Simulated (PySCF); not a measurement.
TiI2, SMILES [Ti]([I])[I] (connectivity only; charge and spin as stated), neutral, multiplicity 3. Atoms are numbered in the order given.

```xyz
3

Ti     0.0000     0.0000     0.0000
I      0.0000     0.0000    -2.5960
I      0.0000     0.0000     2.5960
```
Charge 0, spin multiplicity 3.

Geometry optimised at PBE-D3(BJ)/def2-SVP. The spin state was assumed, not searched. The def2 effective core potentials stand for the cores of I; spin–orbit coupling is left out.

Computed with PBE-D3(BJ)/def2-SVP (PySCF 2.14.0).

Frequencies are harmonic and unscaled.

Modes within 1.5 cm⁻¹ of each other (mostly degenerate sets) share a row, with their intensities summed.

| mode | ν (cm⁻¹) | IR (km/mol) | moving atoms (share of kinetic energy) |
|---|---|---|---|
| 1–2 | 18 | 11.5 | Ti 84 %, I 16 % |
| 3 | 144 | 0.0 | I 100 % |
| 4 | 342 | 134.2 | Ti 84 %, I 16 % |
